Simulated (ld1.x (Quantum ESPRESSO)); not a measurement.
## oxygen (O): TM pseudisation with LDA (PZ), scalar-relativistic reference atom.

```json
{"Element": "oxygen", "Generator": "ld1.x (Quantum ESPRESSO) 7.5", "Type": "norm-conserving Troullier–Martins (Kleinman–Bylander form)", "Functional": "LDA (PZ)", "Relativity": "scalar-relativistic", "Frozen core": "[He]", "Valence charge": "6", "Reference configuration": "2s2 2p4", "Partial waves": "2p (bound): rc 1.10 bohr; 2s (bound): rc 0.86 bohr", "Local potential": "the s channel", "Core correction": "Bessel-smoothed model core inside 0.35 bohr"}
```

* Cutoffs needed: 110 Ry and 180 Ry (the cutoffs (Ry, on a coarse ladder) from which the occupation-weighted sum of valence levels, in a spherical-Bessel basis at the reference potential, stays within 10 and 1 mRy of its value at 400 Ry)
* Ghost test: no extra level below or beside the all-electron valence levels (p, s, d, f tested) (spherical-Bessel basis up to 400 Ry, 20 bohr box)
* Largest excitation error: +180 meV (all-electron minus pseudo) for 2s2 2p1, out of 7 test configurations
